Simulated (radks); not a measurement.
Coulomb parameter of the 3d shell of the iron ion Fe+ in the model configuration [Ar] 3d6 4s1, as a second difference U = [E(n + 0.5) + E(n - 0.5) - 2 E(n)] / (0.5)^2 with all orbitals relaxed. "Bare": the charge of the atom changes with n. "Screened": the 4s shell takes up the change at fixed total charge, which measures U(3d,3d) + U(4s,4s) - 2 U(3d,4s). Method: Dirac Kohn-Sham, PBEsol, spin-unpolarised, spherical densities, finite nucleus; open shells are shared between the two j in proportion to 2j + 1; Fermi nuclear charge, rms radius 3.7377 fm; computed with a radial shooting solver on a logarithmic mesh with Libxc functionals.

| case | configuration | E - E(n) (eV) |
|---|---|---|
| start | [Ar] 3d6 4s1 | 0.000 |
| bare +0.5 | [Ar] 3d6.5 4s1 | -6.296 |
| bare -0.5 | [Ar] 3d5.5 4s1 | 9.841 |
| screened +0.5 | [Ar] 3d6.5 4s0.5 | -1.433 |
| screened -0.5 | [Ar] 3d5.5 4s1.5 | 2.266 |

U(bare) = 14.179 eV, U(screened by 4s) = 3.336 eV.
